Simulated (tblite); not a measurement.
C5H7FO3.
Atom-mapped SMILES: `[O:1]=[C:2]([OH:3])[C@@:4]1([F:5])[CH2:6][CH2:7][O:8][CH2:9]1` (hydrogens: H10 on O3; H11, H12 on C6; H13, H14 on C7; H15, H16 on C9)

Computed with GFN2-xTB (tblite), gas phase: nudged elastic band of 9 images (0 to 8), spring 0.2 eV/Å², climbing image at the end, force threshold 0.05 eV/Å. The top image wasn't refined or checked by frequencies; at this threshold it can lie a kcal/mol or more above the true saddle point of the method.

The band describes a rotation about C2–C4 (carboxylic acid carbon, sp3 C–F carbon), followed by the dihedral O3–C2–C4–C9, from the optimised start (-82°) to a second optimised geometry at 69°.

**Question.** How does the energy change from image to image?

**Answer.** 
```json
{"image": "0", "dihedral (°)": "-82", "E (eV)": "0.000", "C2–C4 (Å)": "1.526", "O3···C9 (Å)": "3.12", "largest true force (eV/Å)": "0.01"}
{"image": "1", "dihedral (°)": "-62", "E (eV)": "0.012", "C2–C4 (Å)": "1.530", "O3···C9 (Å)": "2.94", "largest true force (eV/Å)": "0.03"}
{"image": "2", "dihedral (°)": "-43", "E (eV)": "0.039", "C2–C4 (Å)": "1.534", "O3···C9 (Å)": "2.82", "largest true force (eV/Å)": "0.05"}
{"image": "3", "dihedral (°)": "-25", "E (eV)": "0.071", "C2–C4 (Å)": "1.536", "O3···C9 (Å)": "2.75", "largest true force (eV/Å)": "0.05"}
{"image": "4", "dihedral (°)": "-6", "E (eV)": "0.091", "C2–C4 (Å)": "1.535", "O3···C9 (Å)": "2.72", "largest true force (eV/Å)": "0.04"}
{"image": "5", "dihedral (°)": "12", "E (eV)": "0.090", "C2–C4 (Å)": "1.531", "O3···C9 (Å)": "2.72", "largest true force (eV/Å)": "0.04"}
{"image": "6", "dihedral (°)": "31", "E (eV)": "0.075", "C2–C4 (Å)": "1.527", "O3···C9 (Å)": "2.75", "largest true force (eV/Å)": "0.05"}
{"image": "7", "dihedral (°)": "51", "E (eV)": "0.057", "C2–C4 (Å)": "1.523", "O3···C9 (Å)": "2.85", "largest true force (eV/Å)": "0.03"}
{"image": "8", "dihedral (°)": "69", "E (eV)": "0.043", "C2–C4 (Å)": "1.522", "O3···C9 (Å)": "3.02", "largest true force (eV/Å)": "0.01"}
```

Barriers of this band. The top is image 4 at -6°: 0.091 eV forward and 0.048 eV back; the end lies 0.043 eV above the start. The central bond is 0.009 Å longer at the top than at the start.

**Question.** What rate follows at 350 K for crossing this barrier forward?

**Answer.** Taking the electronic barrier for the free energy of activation (no zero-point or entropy terms, transmission 1), rate = (kT/h)·exp(−ΔE/kT) ≈ 4 × 10^11 s⁻¹, whose inverse is 3 × 10^-12 s. An error of 1 kcal/mol in the barrier changes this by a factor of 4, and the method and the loose band can each miss by that much or more. The barrier is only 3.0 kT, where transition-state theory is rough.

**Question.** How would the two end points share their population at 350 K, from these energies alone?

**Answer.** exp(−ΔE/kT) with ΔE = 0.043 eV gives 0.24 for the higher one (end) against 1 for the lower, without vibrational, rotational or degeneracy terms. GFN2-xTB can put conformers this close in the wrong order.

**Question.** How long is the path, and how are the images spaced?

**Answer.** Cartesian distances between aligned neighbours (all atoms, Å): 0.59, 0.58, 0.58, 0.59, 0.58, 0.58, 0.62, 0.76; the sum is 4.89 Å, and the top lies 48 % of the way along.

The cost below is that of the whole band run. The run took 5.7 s of wall time on one thread, Arm Neoverse N1 (aarch64), no GPU, shared host with 64 logical CPUs at a one-minute load of 55, and the process peaked at 0.19 GiB of memory.
